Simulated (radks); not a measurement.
Values are calculated unless marked as measured or tabulated.
Correlation energies from several functionals, in hartree. Species: Hg2+ [Xe] 4f14 5d10; Au [Xe] 4f14 5d10 6s1; He+ 1s1. Level of theory: non-relativistic Kohn-Sham, LDA (Slater exchange, Perdew-Wang correlation), spin-polarised, spherical densities, point nucleus (a radial shooting solver on a logarithmic mesh with Libxc functionals). Every spin shell is full or empty, so the densities are truly spherical. Functionals are evaluated on that one density, not self-consistently.

| functional | Hg2+ | Au | He+ |
|---|---|---|---|
| PW92 | -8.2424 | -8.2047 | -0.029195 |
| PBE | -4.8559 | -4.8321 | -0.0060890 |
| LYP | -4.2864 | -4.2844 | 0 |
| P86 | -5.4468 | -5.4282 | 0.0022520 |
| PW91 | -5.2086 | -5.1821 | -0.0072093 |
| AM05 | -7.7707 | -7.7295 | -0.025502 |
| revTPSS | -4.8920 | -4.8703 | 0 |
| B95 | -6.0269 | -5.9813 | 0 |
| Tao-Mo | -4.7484 | -4.7234 | 0 |
